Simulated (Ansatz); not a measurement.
`O[SiH2]S[SiH](O)O` + H₂ → `O[SiH](O)S[SiH3]` + H₂O  (hydrogenolysis of the Si–O bond)

Isolated molecules relaxed with PBE0-D4/def2-TZVP in Ansatz; ΔE leaves out vibrations. CBS: MP2 limit from def2 TZ/QZ plus the TZ coupled-cluster correction, frozen cores. This one scheme is used for every species. One conformer a species, not always the lowest.

`O[SiH2]S[SiH](O)O`:

```xyz
12

O     1.327    1.870    0.158
Si    1.555    0.541    1.083
S     0.964   -1.258    0.059
Si   -1.051   -0.663   -0.281
O    -1.138    0.758   -1.108
O    -1.785   -1.822   -1.167
H     0.470    1.920   -0.283
H     0.778    0.621    2.345
H     3.002    0.409    1.351
H    -1.740   -0.372    0.991
H    -0.926    0.715   -2.044
H    -1.457   -2.720   -1.105
```

H₂:

```xyz
2

H     0.134   -0.120   -0.327
H    -0.134    0.120    0.327
```

`O[SiH](O)S[SiH3]`:

Z-matrix (Å, degrees):
```
Si
O 1 1.636
S 1 2.139 2 106.4
O 1 1.628 2 108.6 3 122.9
H 1 1.478 2 113.7 3 -121.0
H 2 0.959 1 117.5 3 36.9
Si 3 2.140 1 98.0 2 -159.1
H 4 0.959 1 117.9 2 -59.6
H 7 1.484 3 110.9 1 -51.9
H 7 1.483 3 105.9 1 -171.4
H 7 1.484 3 110.9 1 69.6
```

H₂O:

Cartesian coordinates in Å:
```
O 0.160 -0.343 -0.090
H 0.178 0.104 0.759
H -0.338 0.240 -0.668
```

| species | HF/def2-TZVPP energy (Eh) |
| --- | --- |
| `O[SiH2]S[SiH](O)O` | -1203.84546 |
| H₂ | -1.13290 |
| `O[SiH](O)S[SiH3]` | -1128.88886 |
| H₂O | -76.06237 |

Q: Work out ΔE.

A: ΔE = (-1128.88886) + (-76.06237) − (-1203.84546) − (-1.13290) = 0.02713 Eh = +17.0 kcal/mol. CCSD(T)/CBS gives +20.0 kcal/mol.

Largest T1 diagnostic among the species: 0.012.

The D4 term adds +2.0 kcal/mol with B3LYP and +1.1 kcal/mol with PBE0; it sums over pairs of atoms, weighted by their polarisabilities, and B3LYP, whose exchange is more repulsive, gets the larger term. In def2-TZVPP, CCSD(T) changes the Hartree–Fock value by +2.9 kcal/mol (the triples alone add +0.9 kcal/mol) and MP2 by +4.6 kcal/mol.

B3LYP here is the variant with VWN-RPA as its local correlation; programs differ in this.
